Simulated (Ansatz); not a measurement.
Consider the formal exchange of groups at the In–C bond: `[CH3][In]([Cl])[C]#N` + `Brc1ccc[nH]1` → `[CH3][In]([Cl])[Br]` + `N#Cc1ccc[nH]1`.

Computed with Ansatz on PBE0-D4/def2-TZVP structures; ΔE is electronic, products minus reactants. CBS: MP2 limit from def2 TZ/QZ plus the TZ coupled-cluster correction, frozen cores. Functionals use def2-TZVPP. Elements past krypton have def2 core potentials. For Br, In outer-core shells are correlated without core-valence functions, which leaves a few kJ/mol of doubt a bond. Scalar relativity is left out up to krypton.

CCSD(T)/CBS gives -1.69 eV.

Another level gave -1.77 eV. Which?
A. r2SCANh/def2-TZVPP
B. CAM-B3LYP-D4/def2-TZVPP
C. ωB97M-V/def2-TZVPP
D. PBE0-D4/def2-TZVPP

B. CAM-B3LYP-D4 -1.77, r2SCANh -1.88, PBE0-D4 -1.84, ωB97M-V -1.68 eV.

Largest T1 diagnostic among the species: 0.013.

Leaving LDA and LC-ωPBE aside and taking each functional with its dispersion term where it has one, the values, not all of them listed here, spread over 0.20 eV, from r2SCAN-D4 to ωB97M-V. LDA lies −0.06 eV from PBE without D4. From BLYP to BHLYP (50 % exact exchange), in def2-TZVPP and without D4, ΔE moves by −0.04 eV.
